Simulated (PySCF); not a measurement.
Be(NMe2)(SH) (C₂H₇BeNS), SMILES [SH][Be][N](C)C.

Coordinates come from a r2SCAN-D4/def2-SVP optimisation. The structure was generated by enumeration; whether it is a known compound was not checked. One conformer was computed; it need not be the lowest.

Method: TDA-LC-ωPBE/def2-SVPD run with PySCF 2.14.0.

Vertical excitations. Gas-phase values at a fixed geometry. State labels are in the subgroup Cs.

| state | symmetry | energy (eV) | λ (nm) | f | main pairs |
|---|---|---|---|---|---|
| S1 | A" | 5.91 | 210 | 0.000 | HOMO→LUMO+2 50 %, HOMO→LUMO+5 42 % |
| S2 | A' | 6.12 | 203 | 0.005 | HOMO→LUMO+3 46 %, HOMO→LUMO 40 % |
| S3 | A" | 6.38 | 194 | 0.024 | HOMO−1→LUMO 33 %, HOMO−1→LUMO+4 28 %, HOMO−1→LUMO+1 26 %, HOMO−1→LUMO+7 5 % |
| S4 | A' | 6.67 | 186 | 0.217 | HOMO→LUMO+1 75 % |
| S5 | A" | 6.91 | 179 | 0.069 | HOMO−1→LUMO 53 %, HOMO−1→LUMO+4 20 %, HOMO−1→LUMO+1 8 % |
| S6 | A' | 7.27 | 171 | 0.037 | HOMO→LUMO+3 39 %, HOMO→LUMO 30 %, HOMO→LUMO+6 10 % |
| S7 | A' | 7.40 | 167 | 0.168 | HOMO−1→LUMO+2 42 %, HOMO−1→LUMO+5 39 % |
| S8 | A" | 7.75 | 160 | 0.027 | HOMO−1→LUMO+10 37 %, HOMO−1→LUMO+1 31 %, HOMO−1→LUMO+4 14 %, HOMO−1→LUMO+7 6 % |
| S9 | A" | 7.93 | 156 | 0.000 | HOMO→LUMO+2 45 %, HOMO→LUMO+5 37 %, HOMO→LUMO+9 11 % |
| S10 | A' | 7.99 | 155 | 0.038 | HOMO→LUMO+4 24 %, HOMO−2→LUMO 22 %, HOMO−2→LUMO+1 11 %, HOMO→LUMO+7 10 % |
| T1 | A' | 5.43 | 228 | 0 | HOMO→LUMO+1 47 %, HOMO→LUMO+4 22 %, HOMO→LUMO+10 11 %, HOMO→LUMO+6 8 % |
| T2 | A" | 5.76 | 215 | 0 | HOMO→LUMO+2 47 %, HOMO→LUMO+5 43 % |
| T3 | A' | 5.83 | 213 | 0 | HOMO→LUMO+3 41 %, HOMO→LUMO 37 % |
| T4 | A" | 5.84 | 212 | 0 | HOMO−1→LUMO 31 %, HOMO−1→LUMO+4 28 %, HOMO−1→LUMO+1 20 %, HOMO−1→LUMO+7 8 % |
Triplets are in the Tamm–Dancoff approximation.
